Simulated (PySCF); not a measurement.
Species: C7H13B.
Bonds: C1–B2, B2–C3, B2–C4, C4–C5 (double), C5–C6, C6–C7, C7–C8, C5–C8. Hydrogens: H9, H10, H11 on C1; H12, H13, H14 on C3; H15 on C4; H16, H17 on C6; H18, H19 on C7; H20, H21 on C8.

Method used: PySCF 2.14.0, delta-SCF UKS SCAN, pcX-2 on the ionised atom, pcseg-1 elsewhere, spin-free X2C. Binding energies are ΔSCF values: E(core-ionised, relaxed orbitals) − E(ground state) at a fixed geometry, referred to the vacuum level.

Some binding energies are withheld.

```
atom(s)                 bonded to  level  binding energy (eV)
     B2                       3 C   B 1s               194.57
  C1/C3                 3 H and B   C 1s               289.59
     C4  C (double bond), H and B   C 1s                    ?
     C5   C (double bond) and 2 C   C 1s                    ?
     C6               2 C and 2 H   C 1s               290.46
     C7               2 C and 2 H   C 1s               290.51
     C8               2 C and 2 H   C 1s                    ?
```

Q: What is the C 1s binding energy of C4?

A: 289.06 eV (alkene CH carbon). The nearest listed C 1s value is that of C1/C3; the shift against it is -0.53 eV.

Q: What is the C 1s binding energy of C8?

A: 290.48 eV (allylic carbon). The nearest listed C 1s value is that of C6; the shift against it is +0.02 eV.

Q: What is the C 1s binding energy of C5?

A: 290.27 eV (fully substituted alkene carbon). The nearest listed C 1s value is that of C6; the shift against it is -0.19 eV.

Lowest listed C 1s: C4, bonded to C (double bond), H and B. Highest, 1.45 eV above it: C7, bonded to 2 C and 2 H. The widest gap between neighbouring values is 0.68 eV, between 289.59 and 290.27 eV. The values 290.46, 290.48 and 290.51 eV lie too close for their order to be trusted.

Q: Which photon energy gives electrons from C 1s of C5 a kinetic energy of 200 eV, and what is their de Broglie wavelength?

A: hν = 290.27 + 200 = 490.27 eV, recoil neglected; λ = 12.264 Å/√(E/eV) = 0.87 Å.

Topologically equivalent atoms share the value of their first member; where this conformer doesn't relate them by symmetry, their own values could differ. Spin contamination (⟨S²⟩ against 0.75 for a pure doublet) is marked for B 1s of B2 (0.86) and C 1s of C5 (0.87), which makes these values less certain. Geometry: PBE0-D3(BJ)/def2-SVP; no solvent, vibrations or thermal averaging.

The values belong to the conformer `[CH3:1][B:2]([CH3:3])[CH:4]=[C:5]1[CH2:6][CH2:7][CH2:8]1`: C1–B2–C4–C5 -4°.
